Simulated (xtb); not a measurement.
C3H9NSi2, SMILES N1C[SiH2][SiH2]C=1C. All values are semi-empirical tight-binding results from xtb (GFN2-xTB unless named), good for trends rather than for accurate numbers. Geometry optimised at GFN2-xTB. This is a generated structure with no PubChem entry under its InChIKey; it may be hypothetical. The values are those of a single conformer.

Optimised geometry:

Bonded distances (Å): C1–C2 1.493, C1–H7 1.089, C1–H8 1.088, C1–H9 1.089, C2–N3 1.261, C2–Si6 1.927, N3–C4 1.433, C4–Si5 1.938, C4–H10 1.094, C4–H11 1.094, Si5–Si6 2.298, Si5–H12 1.466, Si5–H13 1.466, Si6–H14 1.467, Si6–H15 1.467. Angles (°): C2–C1–H7 109.6, C2–C1–H8 110.9, C2–C1–H9 109.6, H7–C1–H8 109.5, H7–C1–H9 107.7, H8–C1–H9 109.5, C1–C2–N3 118.7, C1–C2–Si6 120.1, N3–C2–Si6 121.2, C2–N3–C4 122.1, N3–C4–Si5 114.8, N3–C4–H10 106.3, N3–C4–H11 106.3, Si5–C4–H10 111.7, Si5–C4–H11 111.6, H10–C4–H11 105.5, C4–Si5–Si6 91.9, C4–Si5–H12 109.3, C4–Si5–H13 109.3, Si6–Si5–H12 118.5, Si6–Si5–H13 118.5, H12–Si5–H13 107.7, C2–Si6–Si5 89.9, C2–Si6–H14 108.3, C2–Si6–H15 108.3, Si5–Si6–H14 120.1, Si5–Si6–H15 120.1, H14–Si6–H15 107.5.

| Property | Result |
|---|---|
| point group as xtb finds it | Cs |
| orbital gap | 2.54 eV |
| dipole moment | 1.57 D |
| zero-point energy | 67.2 kcal/mol |
| G − E(el) at 298.15 K (modified RRHO) | 46.8 kcal/mol |
| static polarisability (D4 model) | 96.0 bohr³ |
| solvation energy, GFN2-xTB/ALPB(water) | -1.6 kcal/mol |
| solvation energy, GFN2-xTB/ALPB(thf) | -5.4 kcal/mol |

Computed atomic charges and the Wiberg bond orders between heavy atoms:
charges (e) C1 -0.11, C2 -0.01, N3 -0.25, C4 -0.09, Si5 0.35, Si6 0.34, H7 0.04, H8 0.05, H9 0.04, H10 0.03, H11 0.03, H12 -0.11, H13 -0.11, H14 -0.10, H15 -0.10. Bond orders C1–C2 1.04, C2–N3 1.90, N3–C4 1.05, C4–Si5 0.86, C2–Si6 0.83, Si5–Si6 0.88.
